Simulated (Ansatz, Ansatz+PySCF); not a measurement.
```xyz
5

H    -0.0067   -0.0112    0.0181
C     0.5452   -0.2901   -0.8137
C     1.1993   -0.5916   -1.8719
C     1.8742   -0.9471   -2.9701
C     2.5130   -1.3047   -3.9784
```

Basis set: def2-SVP (spherical functions). Frozen core: 4 orbitals. Charge 0, multiplicity 2.

Computed with Ansatz (development build ahead of 0.2.0); each method stands on the lowest determinant of its kind that the runs found.

The atomization energy at this shape (free ground-state atoms in the same class of orbitals less the molecule, no zero-point energy) of doublet C4H:

| method | atomization energy |
| --- | --- |
| UHF-MP2 | 22.26 eV |

**Question.** What does UHF give?

**Answer.** 17.46 eV. Caution: the shape is not the minimum; the unrestricted determinant is a mixture of spin states. Caution for UHF-MP2: MP2 forces lie far from those of the mean fields.
